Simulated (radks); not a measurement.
Species: Tm61+. Configuration: [He] 2s2 2p4 (the NIST ground configuration). Calculated with a radial shooting solver on a logarithmic mesh with Libxc functionals: scalar-relativistic Kohn-Sham, LDA (Slater exchange, VWN5 correlation), spin-polarised, spherical densities, finite nucleus; open shells are filled with parallel spins first (spin-orbit coupling, left out, can overturn this in heavy ions); Fermi nuclear charge, rms radius 5.2256 fm.

Normalised radial functions P(r) = r R(r), r in bohr:

```
   r/bohr * 1s down, o 2s up (the largest magnitude, 6.26, reaches the edge; | marks zero, & curves that meet)
0.0009653                             | o    *
  0.00117                             |  o    *
 0.001417                             |  o     *
 0.001703                             |   o     *
 0.002064                             |   o       *
 0.002501                             |    o       *
 0.003006                             |    o         *
 0.003642                             |     o          *
 0.004413                             |      o           *
 0.005305                             |      o             *
 0.006428                             |       o              *
 0.007788                             |       o                *
 0.009362                             |       o                 *
  0.01134                             |       o                  *
  0.01374                             |      o                   *
  0.01652                             |     o                   *
  0.02002                             |   o                   *
  0.02426                             |o                   *
  0.02916                           o |                 *
  0.03533                       o     |             *
  0.04246                   o         |         *
  0.05145                o            |     *
  0.06234              o              |   *
  0.07494             o               | *
   0.0908               o             |*
     0.11                  o          *
   0.1322                     o       *
   0.1602                        o    *
   0.1942                           o *
   0.2334                            o*
   0.2828                             &
```

1s down: eigenvalue -65006 eV, 0 radial nodes, <r> = 0.0200 bohr, 90 % of the charge inside 0.0362 bohr. 2s up: eigenvalue -15240.3 eV, 1 radial node at r = 0.0256 bohr, <r> = 0.0827 bohr, 90 % of the charge inside 0.127 bohr.
